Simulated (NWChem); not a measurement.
System: germanium monotelluride (GeTe, singlet); SMILES [Ge]=[Te]

The following NWChem deck was run.

```
start job
memory heap 200 mb stack 900 mb global 1100 mb
geometry units angstroms noautoz
  Ge     0.000000     0.000000     1.468237
  Te     0.000000     0.000000    -0.907398
end
basis spherical
  * library def2-svp
end
ecp
  Te library def2-ecp
end
dft
  xc b3lyp
  iterations 150
  mulliken
end
task dft energy
```

NWChem printed, in part:

```
             Northwest Computational Chemistry Package (NWChem) 7.3.0
             --------------------------------------------------------

 ORDER OF PRIMARY AXIS IS BEING SET TO 4
 C4V symmetry detected

                             Geometry "geometry" -> ""
                             -------------------------

 Output coordinates in angstroms (scale by  1.889725989 to convert to a.u.)

  No.       Tag          Charge          X              Y              Z
 ---- ---------------- ---------- -------------- -------------- --------------
    1 Ge                  32.0000     0.00000000     0.00000000     1.47063119
    2 Te                  52.0000     0.00000000     0.00000000    -0.90500381

 Effective nuclear repulsion energy (a.u.)     370.6591889476

      Symmetry information
      --------------------

 Group name             C4v
 Group number             18
 Group order               8
 No. of unique centers     2

                                 NWChem DFT Module
                                 -----------------

 Summary of "ao basis" -> "ao basis" (spherical)
 ------------------------------------------------------------------------------
       Tag                 Description            Shells   Functions and Types
 ---------------- ------------------------------  ------  ---------------------
 Ge                         def2-svp                12       32   5s4p3d
 Te                         def2-svp                10       26   4s4p2d

      Symmetry analysis of basis
      --------------------------

        a1         22
        a2          0
        b1          5
        b2          5
        e          26

            General Information
            -------------------
          SCF calculation type: DFT
          Wavefunction type:  closed shell.
          No. of atoms     :     2
          No. of electrons :    56
           Alpha electrons :    28
            Beta electrons :    28
          Charge           :     0
          Spin multiplicity:     1
          Use of symmetry is: on ; symmetry adaption is: on
          Maximum number of iterations: 150
          AO basis - number of functions:    58
                     number of shells:    22
          Convergence on energy requested:  1.00D-06
          Convergence on density requested:  1.00D-05
          Convergence on gradient requested:  5.00D-04

              XC Information
              --------------
                         B3LYP Method XC Potential
                     Hartree-Fock (Exact) Exchange  0.200
                        Slater Exchange Functional  0.800 local
                    Becke 1988 Exchange Functional  0.720 non-local
              Lee-Yang-Parr Correlation Functional  0.810
                  VWN I RPA Correlation Functional  0.190 local

             Grid Information
             ----------------
          Grid used for XC integration:  medium
          Radial quadrature: Mura-Knowles
          Angular quadrature: Lebedev.
          Tag              B.-S. Rad. Rad. Pts. Rad. Cut. Ang. Pts.
          ---              ---------- --------- --------- ---------
          Ge                  1.25      112           9.0       590
          Te                  1.40      123          10.0       590
          Grid pruning is: on
          Number of quadrature shells:   235
          Spatial weights used:  Erf1

      Superposition of Atomic Density Guess
      -------------------------------------

 Sum of atomic energies:       -2386.26720878

      Non-variational initial energy
      ------------------------------

 Total energy =   -2342.126564
 1-e energy   =   -3703.084612
 2-e energy   =    1189.884576
 HOMO         =      -0.255563
 LUMO         =      -0.047259

      Symmetry analysis of molecular orbitals - initial
      -------------------------------------------------

 !! scf_movecs_sym_adapt:   10 vectors were symmetry contaminated

  Symmetry fudging

 !! scf_movecs_sym_adapt:   10 vectors were symmetry contaminated

  Numbering of irreducible representations:

     1 a1          2 a2          3 b1          4 b2          5 e

  Orbital symmetries:

     1 a1          2 a1          3 a1          4 e           5 e
     6 a1          7 a1          8 a1          9 e          10 e
    11 a1         12 e          13 e          14 a1         15 e
    16 e          17 b2         18 b1         19 a1         20 e
    21 e          22 b2         23 b1         24 a1         25 a1
    26 e          27 e          28 a1         29 e          30 e
    31 a1         32 a1         33 a1         34 e          35 e
    36 a1         37 b1         38 b2

     ---------------------------------------------
      Total Density - Mulliken Population Analysis
     ---------------------------------------------

    Atom       Charge   Shell Charges
 -----------   ------   -------------------------------------------------------
    1 Ge  32    31.19   2.00  2.00  2.00  1.37  0.59  6.00  5.98  0.57  0.65  8.14  1.80  0.11
    2 Te  24    24.81   1.77  0.27  1.23  0.66  2.86  3.17  2.33  2.48  9.85  0.18

   convergence    iter        energy       DeltaE   RMS-Dens  Diis-err
 ---------------- ----- ----------------- --------- --------- ---------
 d= 0,ls=0.0,diis     1  -2344.8568678943 -2.52D+03  3.98D-02  2.92D-01
 d= 0,ls=0.0,diis     2  -2344.0962936688  7.61D-01  3.02D-02  3.33D+00
 d= 0,ls=0.0,diis     3  -2344.9266019655 -8.30D-01  2.01D-03  3.56D-02
 d= 0,ls=0.0,diis     4  -2344.9289149070 -2.31D-03  5.58D-04  2.29D-03
 d= 0,ls=0.0,diis     5  -2344.9291060915 -1.91D-04  2.13D-04  9.67D-05
  Resetting Diis
 d= 0,ls=0.0,diis     6  -2344.9291246920 -1.86D-05  5.55D-05  9.40D-06
 d= 0,ls=0.0,diis     7  -2344.9291263712 -1.68D-06  1.57D-05  1.80D-07
 d= 0,ls=0.0,diis     8  -2344.9291263600  1.12D-08  1.29D-05  2.06D-07
 d= 0,ls=0.0,diis     9  -2344.9291263765 -1.65D-08  6.06D-06  1.09D-07

         Total DFT energy =    -2344.929126376472
      One electron energy =    -3702.718484285763
           Coulomb energy =     1286.634227744234
    Exchange-Corr. energy =      -99.918341656905
 Nuclear repulsion energy =      171.073471821963

 Numeric. integr. density =       56.000000051237

                  Occupations of the irreducible representations
                  ----------------------------------------------

                     irrep           alpha         beta
                     --------     --------     --------
                     a1               12.0         12.0
                     a2                0.0          0.0
                     b1                2.0          2.0
                     b2                2.0          2.0
                     e                12.0         12.0

                       DFT Final Molecular Orbital Analysis
                       ------------------------------------

 Vector   26  Occ=2.000000D+00  E=-2.601126D-01  Symmetry=a1
              MO Center= -1.8D-16, -1.2D-16,  3.8D-01, r^2= 4.3D+00
   Bfn.  Coefficient  Atom+Function         Bfn.  Coefficient  Atom+Function
  ----- ------------  ---------------      ----- ------------  ---------------
    45      0.464563  2 Te pz                14     -0.352668  1 Ge pz
    48      0.345806  2 Te pz                 5     -0.258406  1 Ge s
     4     -0.256687  1 Ge s                 17     -0.246117  1 Ge pz
    11      0.195683  1 Ge pz                42     -0.182927  2 Te pz
     3      0.152707  1 Ge s                 39     -0.143238  2 Te pz

 Vector   27  Occ=2.000000D+00  E=-2.470753D-01  Symmetry=e
              MO Center= -6.2D-16, -6.1D-16, -2.8D-01, r^2= 3.1D+00
   Bfn.  Coefficient  Atom+Function         Bfn.  Coefficient  Atom+Function
  ----- ------------  ---------------      ----- ------------  ---------------
    44      0.402511  2 Te py                47      0.353272  2 Te py
    43      0.293214  2 Te px                46      0.257345  2 Te px
    13      0.189692  1 Ge py                16      0.188849  1 Ge py
    41     -0.160260  2 Te py                12      0.138184  1 Ge px
    15      0.137570  1 Ge px                38     -0.125363  2 Te py

 Vector   28  Occ=2.000000D+00  E=-2.470753D-01  Symmetry=e
              MO Center=  2.6D-16, -1.1D-15, -2.8D-01, r^2= 3.1D+00
   Bfn.  Coefficient  Atom+Function         Bfn.  Coefficient  Atom+Function
  ----- ------------  ---------------      ----- ------------  ---------------
    43      0.402511  2 Te px                46      0.353272  2 Te px
    44     -0.293214  2 Te py                47     -0.257345  2 Te py
    12      0.189692  1 Ge px                15      0.188849  1 Ge px
    40     -0.160260  2 Te px                13     -0.138184  1 Ge py
    16     -0.137570  1 Ge py                37     -0.125363  2 Te px

 Vector   29  Occ=0.000000D+00  E=-1.014285D-01  Symmetry=e
              MO Center=  8.8D-17, -2.6D-16,  8.4D-01, r^2= 4.1D+00
   Bfn.  Coefficient  Atom+Function         Bfn.  Coefficient  Atom+Function
  ----- ------------  ---------------      ----- ------------  ---------------
    16      0.641539  1 Ge py                13      0.424321  1 Ge py
    47     -0.424843  2 Te py                44     -0.311757  2 Te py
    10     -0.233771  1 Ge py                41      0.124533  2 Te py
    38      0.096448  2 Te py                 7      0.075580  1 Ge py
    55      0.053158  2 Te d -1              50     -0.046459  2 Te d -1

[...]
```

Level: B3LYP/def2-SVP with def2 effective core potentials on Te. Low-valent species are run as closed-shell singlets; no triplet was tried in these runs. Structure relaxed at the PBE-D3(BJ)/def2-SVP level. def2 effective core potentials on Te; no spin-orbit coupling.
